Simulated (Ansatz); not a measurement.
C2H8BNSi, SMILES `CN1BC1[SiH3]`, relaxed with RKS PBE-D4/def2-SVP in Ansatz from a rough embedded geometry. The force threshold is 0.03 eV/Å; the program also tests the step.

Total charge 0; spin multiplicity 1.

Start:

```xyz
13

C     1.495    0.140    1.292
N     0.153    0.159    0.834
B    -0.318   -1.296    0.432
C    -0.037   -0.163   -0.557
Si   -1.442    0.684   -1.353
H     2.043    1.045    1.080
H     1.524   -0.044    2.405
H     2.110   -0.744    0.843
H    -1.069   -2.203    0.715
H     0.985   -0.272   -1.097
H    -1.053    2.047   -1.738
H    -1.896   -0.092   -2.487
H    -2.496    0.738   -0.368
```

| step | energy (eV) | largest force (eV/Å) | largest move (Å) |
| --- | --- | --- | --- |
| 1 | -12230.0891 | 3.313 | 0.000 |
| 2 | -12230.9624 | 2.553 | 0.185 |
| 3 | -12231.3061 | 2.890 | 0.198 |
| 4 | -12231.4907 | 1.304 | 0.200 |
| 5 | -12231.5941 | 0.635 | 0.194 |
| 6 | -12231.6881 | 0.292 | 0.200 |
| 7 | -12231.7341 | 0.165 | 0.200 |
| 8 | -12231.7557 | 0.170 | 0.200 |
| 9 (rejected) | -12231.7555 | 0.188 | 0.081 |
| 10 | -12231.7590 | 0.134 | 0.039 |
| 11 | -12231.7605 | 0.032 | 0.032 |
| 12 | -12231.7607 | 0.035 | 0.034 |
| 13 | -12231.7608 | 0.010 | 0.007 |

End:

```xyz
13

C     1.437    0.268    1.291
N     0.467   -0.566    0.657
B    -0.461   -1.539    0.511
C    -0.109   -0.595   -0.720
Si   -1.244    0.799   -1.297
H     1.128    1.337    1.257
H     1.560   -0.030    2.351
H     2.425    0.192    0.785
H    -1.048   -2.441    1.048
H     0.575   -0.994   -1.504
H    -0.502    2.066   -1.653
H    -2.004    0.362   -2.522
H    -2.225    1.139   -0.203
```

Run time 15 s (4 threads of an Arm Neoverse V2 on a shared host); peak host memory 0.16 GiB.
